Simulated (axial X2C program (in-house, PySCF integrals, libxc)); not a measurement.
Bond lengths and stretching modes, held linear, of SCoS⁺

Computed with an in-house all-electron X2C program for linear molecules (integrals from PySCF): two-component X2C with atomic mean-field Coulomb and Gaunt terms, Gaussian nuclei, basis S dyall-av3z, Co dyall-v3z with contracted cores. Spin-free rows use the one-electron spin-free X2C Hamiltonian.

Masses S 31.972, Co 58.933, S 31.972 u. States: 2c Ω = 5 (beyond evenly filled blocks: ω = -1/2, 2 × ω = 3/2, ω = 5/2); spin-free M_S = 3, Λ = 2 (beyond evenly filled blocks: σα, 2 × π+α, 2 × π-α, δ+α, δ+β, δ-α).

PBE, spin-free: energies above the lowest point

```json
{"r(S–Co) (Å)": "2.1089", "r(Co–S) (Å)": "2.1089", "E (meV)": "47.96"}
{"r(S–Co) (Å)": "2.1089", "r(Co–S) (Å)": "2.1630", "E (meV)": "17.46"}
{"r(S–Co) (Å)": "2.1089", "r(Co–S) (Å)": "2.2171", "E (meV)": "14.76"}
{"r(S–Co) (Å)": "2.1630", "r(Co–S) (Å)": "2.1089", "E (meV)": "17.46"}
{"r(S–Co) (Å)": "2.1630", "r(Co–S) (Å)": "2.1630", "E (meV)": "0.00"}
{"r(S–Co) (Å)": "2.1630", "r(Co–S) (Å)": "2.2171", "E (meV)": "9.30"}
{"r(S–Co) (Å)": "2.1630", "r(Co–S) (Å)": "2.2712", "E (meV)": "39.04"}
{"r(S–Co) (Å)": "2.2171", "r(Co–S) (Å)": "2.1089", "E (meV)": "14.76"}
{"r(S–Co) (Å)": "2.2171", "r(Co–S) (Å)": "2.1630", "E (meV)": "9.30"}
{"r(S–Co) (Å)": "2.2171", "r(Co–S) (Å)": "2.2171", "E (meV)": "29.71"}
{"r(S–Co) (Å)": "2.2712", "r(Co–S) (Å)": "2.1630", "E (meV)": "39.04"}
{"r(S–Co) (Å)": "2.2712", "r(Co–S) (Å)": "2.2712", "E (meV)": "119.21"}
```

Task: Fit a quadratic surface with cubic terms in each bond: where is the minimum, and what are the two stretching wavenumbers?

Result: At PBE, spin-free: bonds 2.168 and 2.168 Å; harmonic stretches 296.7 and 326.8 cm⁻¹; force constants 1.4, 1.4 and coupling 0.61 mdyn/Å.

The other levels and Hamiltonians give:

| Hamiltonian | level | r(S–Co) (Å) | r(Co–S) (Å) | lower stretch (cm⁻¹) | upper stretch (cm⁻¹) |
| --- | --- | --- | --- | --- | --- |
| 2c | PBE0 | 2.170 | 2.170 | 293.6 | 325.9 |
| 2c | PBE | 2.168 | 2.168 | 296.1 | 326.6 |
| spin-free | PBE0 | 2.169 | 2.169 | 294.2 | 326.2 |

Each state is one determinant, the lowest of a limited PBE0 search; the stretches come from a fit to these few points and carry an uncertainty of a few per cent. Other orders of the atoms were not compared. Left out for rough or failed fits: HF 2c, MP2 2c, HF spin-free, MP2 spin-free. The molecule was held linear; bending was not examined, so a bent shape may lie lower. Open-shell Ω = 0 determinants with evenly filled partner blocks cannot be reached by this program, so the Ω shown need not be the lowest component. Note: functional without a current term on a determinant with orbital currents, of the molecule or an atom. Note: several unpaired electrons, one determinant need not be a pure state.
